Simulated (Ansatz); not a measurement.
`C[C](=O)[GeH3]` + `[OH][GeH2][SiH](O)O` → `CO[SiH](O)[GeH2][OH]` + `O=[CH][GeH3]`  (substitution at a C–C bond)

Calculated with Ansatz (gas phase, PBE0-D4/def2-TZVP geometries, no zero-point term in ΔE). CBS: MP2 limit from def2 TZ/QZ plus the TZ coupled-cluster correction, frozen cores. Functionals use def2-TZVPP. B3LYP here is the variant with VWN-RPA as its local correlation; programs differ in this. For Ge outer-core shells are correlated without core-valence functions, which leaves a few kJ/mol of doubt a bond. Scalar relativity is left out up to krypton. Each species was taken in one conformer, which may not be the lowest.

`C[C](=O)[GeH3]`:

Cartesian coordinates in Å:
```
C 0.744 -1.126 0.657
C -0.524 -0.342 0.472
O -1.541 -0.606 1.056
Ge -0.484 1.210 -0.819
H 1.542 -0.460 0.999
H 1.066 -1.535 -0.306
H 0.595 -1.933 1.376
H -1.869 1.864 -0.830
H -0.116 0.704 -2.225
H 0.588 2.223 -0.379
```

`[OH][GeH2][SiH](O)O`:

```xyz
11

O     1.279   -0.192   -1.531
Ge   -0.489    0.093   -1.271
Si   -0.403   -0.225    1.090
O    -0.617    1.262    1.754
O     1.087   -0.869    1.315
H     1.575   -0.058   -2.433
H    -0.843    1.500   -1.795
H    -1.277   -0.944   -2.103
H    -1.372   -1.178    1.686
H    -0.633    1.331    2.710
H     1.692   -0.720    0.578
```

`CO[SiH](O)[GeH2][OH]`:

```xyz
14

C     0.651    1.939    1.724
O     0.571    0.675    1.101
Si    0.189    0.462   -0.476
O    -1.363    0.827   -0.862
Ge    0.300   -1.884   -0.876
O    -1.488   -2.099   -1.052
H     1.186    1.822    2.668
H    -0.348    2.335    1.931
H     1.193    2.660    1.102
H     1.053    1.352   -1.293
H    -1.948    0.060   -0.887
H     0.793   -2.783    0.276
H     0.979   -2.358   -2.181
H    -1.769   -3.007   -1.174
```

`O=[CH][GeH3]`:

Z-matrix (Å, degrees):
```
Ge
C 1 2.006
H 1 1.538 2 108.4
H 1 1.538 2 108.5 3 117.7
H 1 1.531 2 109.1 3 -121.1
O 2 1.199 1 123.0 3 121.0
H 2 1.116 1 117.1 3 -59.0
```

```tsv
level	ΔE (kJ/mol)	difference from CCSD(T)/CBS
r2SCAN-D4	92.6	1.6
PBE0-D4	91.0	0.0
B3LYP-D4	84.1	-6.9
ωB97X-V	85.5	-5.5
B2PLYP	86.6	-4.4
PBE	89.7	-1.3
PBE0	90.9	-0.1
B3LYP	83.5	-7.5
MP2/def2-TZVPP	94.0	3.0
SCS-MP2/def2-TZVPP	86.3	-4.7
CCSD(T)/def2-TZVPP	87.3	-3.7
HF/def2-QZVPP	77.0	-14.0
SCS-MP2/def2-QZVPP	88.3	-2.7
HF/CBS(def2)	76.9	-14.1
MP2/CBS(def2)	97.7	6.7
CCSD/CBS(def2)	89.7	-1.3
CCSD(T)/CBS	91.0	0
```

Largest T1 diagnostic among the species: 0.014.

In def2-TZVPP, CCSD(T) changes the Hartree–Fock value by +9.9 kJ/mol (the triples alone add +1.3 kJ/mol) and MP2 by +16.6 kJ/mol.

CCSD(T)/CBS has its own doubt, a few kJ/mol and more with outer-core shells, so smaller differences from it don't rank the levels.
